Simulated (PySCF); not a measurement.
O$_{2}$Si, triplet, at a GFN2-xTB geometry of the parent state.

The PySCF input:
```python
from pyscf import gto, scf, mp

mol = gto.Mole()
mol.atom = '''
    O     1.424277   -0.245770    0.005335
    Si   -0.012228    0.338473    0.013371
    O    -1.402879   -0.346558   -0.028735
'''
mol.basis = '6-31g*'
mol.charge = 0
mol.spin = 2
mol.verbose = 4
mol.build()

mf = scf.UHF(mol)
mf.kernel()

pt = mp.MP2(mf)
pt.kernel()
print('E(MP2) = %.10f' % pt.e_tot)
mf.analyze()
```

**Question.** What does this run give for the SCF-reference <S^2>, number of basis functions, MP2 correlation energy, SCF-reference HOMO energy?

**Answer.** 
| Item | Result |
|---|---|
| SCF-reference <S^2> | 2.046 |
| number of basis functions | 46 |
| MP2 correlation energy | -0.3833 Eh |
| SCF-reference HOMO energy | -10.07 eV |

These values belong to the state on which the SCF converged, which isn't shown to be the lowest.
